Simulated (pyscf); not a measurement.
Optimised with ωB97X-D3(BJ)/def2-SVP in PySCF. Correlated levels are frozen-core, on RHF or UHF. ΔMP2 is the change of the MP2 total energy from the triple- to the quadruple-zeta basis.

Question: What is the homolytic dissociation enthalpy (298 K, CCSD(T)/def2-TZVPP + ΔMP2(QZVPP)) of the C–Sn bond of `[F][CH2][SnH3]`, to •H₂C–F + SnH₃•?

Answer: C–Sn to •H₂C–F + SnH₃•: 63.4 kcal/mol. F–CH₂–SnH₃ lies 41.6 kcal/mol over its isomer H₃C–SnH₂–F, and others may lie lower still (electronic energy, ωB97M-D3(BJ)). The CCSD(T) − MP2 part came from Ansatz, without density fitting, on the same reference. The frozen core leaves the outer d or s,p core shells of the metals and heavy elements correlated in the MP2 and CC values, and def2-TZVPP describes them poorly, which can shift differences by a few kcal/mol. Elements past Kr carry the def2 core potentials, without spin-orbit coupling.
